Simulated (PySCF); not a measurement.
MoOCl₄, SMILES [O]=[Mo]([Cl])([Cl])([Cl])[Cl], multiplicity 1.

Geometry optimised at B3LYP-D3(BJ)/def2-SVP. The multiplicity is an assumed one; no other spin state was optimised. The isomer is the one that the SMILES or the coordinates give; other isomers of the formula were not compared. The def2 effective core potentials stand for the cores of Mo; spin–orbit coupling is left out.

Method: PySCF with TDDFT-B3LYP/def2-SVPD.

Vertical excitations. The molecule is in vacuum.

| state | energy (eV) | λ (nm) | f | main pairs |
|---|---|---|---|---|
| S1 | 2.43 | 511 | 0.000 | HOMO→LUMO 50 %, HOMO−1→LUMO+1 50 % |
| S2 | 2.51 | 494 | 0.000 | HOMO→LUMO+1 50 %, HOMO−1→LUMO 50 % |
| S3 | 2.51 | 494 | 0.000 | HOMO−1→LUMO+1 50 %, HOMO→LUMO 50 % |
| S4 | 2.78 | 447 | 0.006 | HOMO−1→LUMO 39 %, HOMO→LUMO+1 39 %, HOMO→LUMO+3 11 %, HOMO−1→LUMO+2 11 % |
| S5 | 2.97 | 418 | 0.001 | HOMO−2→LUMO+1 99 % |
| S6 | 2.97 | 418 | 0.001 | HOMO−2→LUMO 99 % |
| S7 | 3.16 | 393 | 0.000 | HOMO→LUMO+2 49 %, HOMO−1→LUMO+3 49 % |
| S8 | 3.20 | 387 | 0.001 | HOMO→LUMO+3 49 %, HOMO−1→LUMO+2 48 % |
| S9 | 3.20 | 387 | 0.001 | HOMO−1→LUMO+3 49 %, HOMO→LUMO+2 48 % |
| S10 | 3.50 | 355 | 0.000 | HOMO−3→LUMO+1 49 %, HOMO−4→LUMO 49 % |
| T1 | 2.25 | 551 | 0 | HOMO→LUMO+1 48 %, HOMO−1→LUMO 48 % |
| T2 | 2.31 | 536 | 0 | HOMO−1→LUMO 49 %, HOMO→LUMO+1 49 % |
| T3 | 2.31 | 536 | 0 | HOMO→LUMO 49 %, HOMO−1→LUMO+1 49 % |
| T4 | 2.39 | 519 | 0 | HOMO−1→LUMO+1 50 %, HOMO→LUMO 50 % |
Triplets are in the Tamm–Dancoff approximation, which puts them higher than full response would, so one can lie above its singlet here.
